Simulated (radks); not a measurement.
Values are calculated unless marked as measured or tabulated.
Problem. Species: Eu10+. Configuration: [Kr] 4d10 4f5 5s2 (the NIST ground configuration). Code: a radial shooting solver on a logarithmic mesh with Libxc functionals. Model: scalar-relativistic Kohn-Sham, r2SCAN, spin-unpolarised, spherical densities, finite nucleus; meta-GGA in the generalised Kohn-Sham scheme; Fermi nuclear charge, rms radius 5.1115 fm. Some entries of the table are withheld. Estimate them.

orbital  occ.  eigenvalue (eV)  <r> (bohr)  r(max) (bohr)
1s          2        -48606.31     0.02232        0.01420
2s          2        -8142.942     0.09508        0.08051
2p          6        -7270.195     0.08390        0.06513
3s          2        -1929.534      0.2491         0.2285
3p          6        -1656.436      0.2477         0.2242
3d         10        -1291.435         (1)         0.1840
4s          2        -517.0745         (2)         0.5265
4p          6              (3)      0.5948         0.5489
4d         10        -298.8210      0.6414         0.5698
5s          2              (4)       1.216          1.154
4f          5        -158.8934      0.7487         0.5673
5p          0        -158.0848         (5)          1.255
6s          0              (6)       2.210          2.216

Solution. 
(1) 3d <r> (bohr): 0.2258
(2) 4s <r> (bohr): 0.5637
(3) 4p eigenvalue (eV): -426.2342
(4) 5s eigenvalue (eV): -185.7385
(5) 5p <r> (bohr): 1.326
(6) 6s eigenvalue (eV): -95.0031
